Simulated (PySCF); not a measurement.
C2H3O2, SMILES [CH2]OC=O, multiplicity 2.

Geometry: B3LYP-D3(BJ)/def2-SVP. The isomer is the one that the SMILES or the coordinates give; other isomers of the formula were not compared. One conformer was computed; it need not be the lowest.

All values below come from TDA-CAM-B3LYP/def2-SVPD in PySCF.

Vertical excitations. Isolated molecule, no solvent.

Computed excitation energies, oscillator strengths and character:
```
state    energy (eV)  λ (nm)      f                                                                     main pairs
-------  -----------  ------  -----  -----------------------------------------------------------------------------
root 1          4.65     267  0.063                                                               α HOMO→LUMO 92 %
root 2          4.82     257  0.000                        α HOMO−1→LUMO 7 %, β HOMO→LUMO 72 %, β HOMO→LUMO+1 20 %
root 3          5.64     220  0.017                                         α HOMO→LUMO+1 77 %, α HOMO→LUMO+2 19 %
root 4          5.79     214  0.001                                            α HOMO−1→LUMO 89 %, β HOMO→LUMO 8 %
root 5          6.34     196  0.059  α HOMO−2→LUMO 19 %, α HOMO→LUMO 5 %, β HOMO−1→LUMO 56 %, β HOMO−1→LUMO+1 10 %
root 6          6.37     195  0.000                     α HOMO→LUMO+2 44 %, α HOMO→LUMO+4 25 %, α HOMO→LUMO+3 20 %
root 7          6.49     191  0.000                                                             β HOMO−2→LUMO 88 %
root 8          6.96     178  0.004                     α HOMO→LUMO+4 44 %, α HOMO→LUMO+2 31 %, α HOMO→LUMO+1 12 %
root 9          7.10     175  0.004                     α HOMO→LUMO+3 54 %, α HOMO→LUMO+6 19 %, α HOMO→LUMO+4 19 %
root 10         7.25     171  0.001                                           β HOMO→LUMO+1 72 %, β HOMO→LUMO 18 %
```
Unrestricted roots are not spin-pure.
